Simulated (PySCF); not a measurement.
Excitation energy of O⁺ by level of theory

O⁺ [He] 2s2 2p3 (4S) → O⁺ [He] 2s1 2p3 3s1 (6S), as a difference of total energies. Computed with PySCF 2.14 in aug-cc-pVTZ (5s4p3d2f, 46 functions), with the non-relativistic Hamiltonian (point nucleus). Correlated levels: valence: 1s2 frozen. The calculations carry no spin-orbit coupling.

```json
{"method": "UHF", "excitation energy (eV)": "28.199"}
{"method": "MP2 (valence)", "excitation energy (eV)": "29.980"}
{"method": "SCS-MP2 (valence)", "excitation energy (eV)": "30.424"}
{"method": "CCSD (valence)", "excitation energy (eV)": "30.227"}
{"method": "CCSD(T) (valence)", "excitation energy (eV)": "30.267"}
```

**Question.** How much does correlation contribute at CCSD(T) (valence)?

**Answer.** 30.267 − (28.199) = 2.068 eV, measured against UHF.

The promoted electron is Rydberg-like, and one or two diffuse shells describe it only roughly, which tends to raise the upper state.
